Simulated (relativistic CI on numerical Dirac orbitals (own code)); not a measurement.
Transition arrays of Fe VI

Computed by Dirac-Coulomb-Breit CI, orbitals from a KLI potential per configuration, model QED (radiative potential, 1s self-energy scaled to tabulated hydrogen-like ionisation energies), valence Slater integrals scaled by 0.9, whole transition arrays (own radial code, finite nucleus).

CI space (outside the closed core [Ne] 3s2): 3p⁶3d³, 3p⁶3d²4f, 3p⁵3d⁴, 3p⁶3d²4p, 3p⁶3d²5f. Levels of other configurations are missing.

All E1 lines from the levels of 3p⁶3d³; mean and standard deviation are weighted by gf, and upper levels are sorted by their leading configuration.

| Upper configuration | Lines | Σgf | Mean (eV) | Mean (nm) | σ (eV) | Strongest line (nm) |
| --- | --- | --- | --- | --- | --- | --- |
| 3p⁶3d²4f | 758 | 140.8 | 67.68 | 18.318 | 1.94 | 17.767 |
| 3p⁵3d⁴ | 1662 | 219.2 | 71.17 | 17.421 | 5.04 | 17.294 |
| 3p⁶3d²4p | 466 | 32.0 | 41.01 | 30.236 | 1.67 | 29.875 |
| 3p⁶3d²5f | 740 | 170.4 | 76.53 | 16.201 | 2.38 | 16.642 |

Σgf per state of the lower configuration in bins of 0.5 nm over the central range (centre: value): 15.25: 0.06, 15.75: 0.61, 16.25: 0.75, 16.75: 0.58, 17.25: 0.57, 17.75: 0.67, 18.25: 0.71, 18.75: 0.08, 19.25: 0.18, 19.75: 0.04, 20.25: 0.05, 20.75: 0.05, 21.25: 0.03, 22.25: 0.01, 22.75: 0.01, 23.25: 0.01, 29.25: 0.05, 29.75: 0.09.

Task: How do configuration mixing and the scaling of the Slater integrals move the arrays?

Result: Slater scale 0.9, no configuration mixing: 3p⁶3d²4f 65.7 ± 1.9 eV (Σgf 94.5), 3p⁵3d⁴ 69.7 ± 5.3 eV (Σgf 372.8), 3p⁶3d²4p 41.0 ± 1.7 eV (Σgf 28.9), 3p⁶3d²5f 76.8 ± 2.1 eV (Σgf 50.6); Slater scale 1: 3p⁶3d²4f 68.3 ± 2.6 eV (Σgf 122.2), 3p⁵3d⁴ 70.9 ± 5.5 eV (Σgf 167.4), 3p⁶3d²4p 41.0 ± 1.8 eV (Σgf 32.2), 3p⁶3d²5f 77.1 ± 2.3 eV (Σgf 248.9); Slater scale 0.8: 3p⁶3d²4f 67.2 ± 1.7 eV (Σgf 140.9), 3p⁵3d⁴ 69.4 ± 4.4 eV (Σgf 231.5), 3p⁶3d²4p 41.0 ± 1.5 eV (Σgf 31.8), 3p⁶3d²5f 76.3 ± 2.0 eV (Σgf 149.7). With mixing, levels are counted to their leading configuration, so an array can shrink or vanish into another, and the sums then hold other lines.
